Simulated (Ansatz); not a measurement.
`N[SiH2]CBCl` + H₂O → `OBCl` + `C[SiH2]N`  (formal hydrolysis of a B–C bond)

Computed with Ansatz on PBE0-D4/def2-TZVP structures; ΔE is electronic, products minus reactants. CBS: MP2 limit from def2 TZ/QZ plus the TZ coupled-cluster correction, frozen cores. This one scheme is used for every species. Each species was taken in one conformer, which may not be the lowest.

`N[SiH2]CBCl`:

Cartesian coordinates in Å:
```
N 0.547 -1.747 -0.381
Si 1.075 -0.138 -0.099
C -0.267 0.810 0.837
B -1.543 0.852 -0.007
Cl -1.861 2.186 -1.104
H -0.300 -1.931 -0.894
H 1.229 -2.470 -0.546
H 1.408 0.657 -1.317
H 2.302 -0.235 0.734
H -0.402 0.252 1.768
H 0.159 1.798 1.033
H -2.347 -0.032 -0.025
```

H₂O:

```xyz
3

O     0.009   -0.014    0.389
H    -0.092   -0.749   -0.220
H     0.083    0.763   -0.169
```

`OBCl`:

Cartesian coordinates in Å:
```
O 0.623 -0.193 0.838
B -0.029 0.369 -0.189
Cl -1.159 -0.567 -1.172
H 0.413 -1.123 0.971
H 0.152 1.515 -0.448
```

`C[SiH2]N`:

```xyz
10

C     0.940   -0.992    0.301
Si   -0.190    0.493    0.447
N    -1.138    0.871   -0.938
H     1.495   -1.144    1.231
H     1.665   -0.858   -0.506
H     0.370   -1.902    0.096
H     0.645    1.690    0.740
H    -1.138    0.253    1.569
H    -0.716    1.283   -1.753
H    -1.933    0.306   -1.187
```

```csv
level,ΔE (kJ/mol)
MP2/def2-TZVPP,-115.0
CCSD/def2-TZVPP,-119.3
SCS-MP2/def2-QZVPP,-117.8
MP2/CBS(def2),-111.2
```

**Question.** What does CCSD(T)/CBS give? (Best estimate.)

**Answer.** Ansatz gave: -113.5 kJ/mol. The listed levels differ from it by -1.5, -5.8, -4.3, 2.3 kJ/mol.

Largest T1 diagnostic among the species: 0.012.

The D4 term adds +9.7 kJ/mol with B3LYP and +5.6 kJ/mol with PBE0; it sums over pairs of atoms, weighted by their polarisabilities, and B3LYP, whose exchange is more repulsive, gets the larger term. In def2-TZVPP, CCSD(T) changes the Hartree–Fock value by +18.9 kJ/mol (the triples alone add +2.0 kJ/mol) and MP2 by +21.2 kJ/mol.

B3LYP here is the variant with VWN-RPA as its local correlation; programs differ in this.
